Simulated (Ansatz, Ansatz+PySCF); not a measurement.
```xyz
5

C     0.0000   -0.3738   -0.0869
O     0.0000   -0.3334    1.0125
O     0.0000    0.6017   -0.8285
H     0.0000   -1.2301   -0.6440
H     0.0000    1.3272   -0.3065
```

Basis set: def2-SVP (spherical functions). Correlated methods keep 3 orbitals frozen. Charge 0, multiplicity 1.

Computed with Ansatz (development build ahead of 0.2.0); each method stands on the lowest determinant of its kind that the runs found. Restricted open shells among the atoms or ions are ROHF, correlated in semicanonical orbitals with singles.

**Question.** Give the atomization energy at this shape (free ground-state atoms in the same class of orbitals less the molecule, no zero-point energy) of singlet CH2O2 by RHF-CCSD(T), RHF-MP2, RHF, UHF.

**Answer.**

```tsv
method	atomization energy
RHF-CCSD(T)	19.07 eV
RHF-MP2	19.77 eV
RHF	14.01 eV
UHF	13.63 eV
```

Caution: the shape is not the minimum.
